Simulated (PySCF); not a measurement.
Species: C7H5NOS.
SMILES with atom numbers: `[O:1]=[CH:2][c:3]1[cH:4][s:5][c:6]2[cH:7][cH:8][nH:9][c:10]12` (hydrogens: H11 on C2; H12 on C4; H13 on C7; H14 on C8; H15 on N9)

Computed geometry: GFN2-xTB, gas phase.

Q: List the bond lengths, angles and torsions at this level.

A: 
```csv
bond,length (Å),order
O1=C2,1.211,double
C2–C3,1.446,single
C3–C4,1.376,aromatic
C4–S5,1.720,aromatic
S5–C6,1.733,aromatic
C6–C7,1.407,aromatic
C7–C8,1.373,aromatic
C8–N9,1.364,aromatic
N9–C10,1.352,aromatic
C3–C10,1.423,aromatic
C6–C10,1.395,aromatic
C2–H11,1.106,single
C4–H12,1.073,single
C7–H13,1.071,single
C8–H14,1.072,single
N9–H15,1.007,single
```

Orders are formal, as drawn. A selection of angles:
```csv
angle,degrees
O1–C2–C3,124.1
C2–C3–C4,126.4
C2–C3–C10,123.9
C4–C3–C10,109.8
C3–C4–S5,114.4
C4–S5–C6,90.9
S5–C6–C7,141.6
S5–C6–C10,110.6
C7–C6–C10,107.8
C6–C7–C8,105.6
C7–C8–N9,110.2
C8–N9–C10,108.3
C3–C10–N9,137.6
C3–C10–C6,114.3
C6–C10–N9,108.1
H15–N9–C8,127.2
H15–N9–C10,124.5
```

Torsions: O1–C2–C3–C4 180° (antiperiplanar).

Of the pairs four or more bonds apart, O1···H15 is among the closest relative to their van der Waals radii: 2.67 Å, 98 % of the sum of Bondi's values. The C–C distances run from 1.373 Å (C7–C8, aromatic) to 1.446 Å (C2–C3, drawn single), a spread of 0.073 Å. The 10 heavy atoms lie in one plane (0.000 Å rms). N9 (pyrrole-type nitrogen) is planar (angles 127.2°, 124.5° and 108.3°, sum 360.0°, 0.00 Å off the plane of its three neighbours). The 5-membered ring C6–C7–C8–N9–C10 has internal angles of 105.6° to 110.2°; it is planar, 0.00 Å rms from its mean plane, widest ring torsion 0°. The 5-membered ring C3–C4–S5–C6–C10 has internal angles of 90.9° to 114.4°; it is planar, 0.00 Å rms from its mean plane, widest ring torsion 0°.

Point group: Cs (tolerance 0.08 Å). GFN2-xTB frequencies: not computed here. One conformer, not necessarily the lowest.
